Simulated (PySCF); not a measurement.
A structure optimised at B3LYP-D3(BJ)/def2-SVP, used in a PySCF frequency run:

```
S
B 1 1.7789
H 2 1.2014 1 121.58
Cl 2 1.7615 3 119.32 1 180.00
C 1 1.8356 2 102.25 3 0.00
H 5 1.0977 1 110.64 2 -61.11
H 5 1.0977 6 110.03 1 -122.56
H 5 1.0979 6 109.26 7 -119.95
```
Charge 0, spin multiplicity 1.

Problem. Write its SMILES, formula and point group.

Solution. CSBCl, CH4BClS, Cs

Problem. What are its rotational constants (standard atomic weights)?

Solution. 20.099, 1.8477, 1.7108 GHz
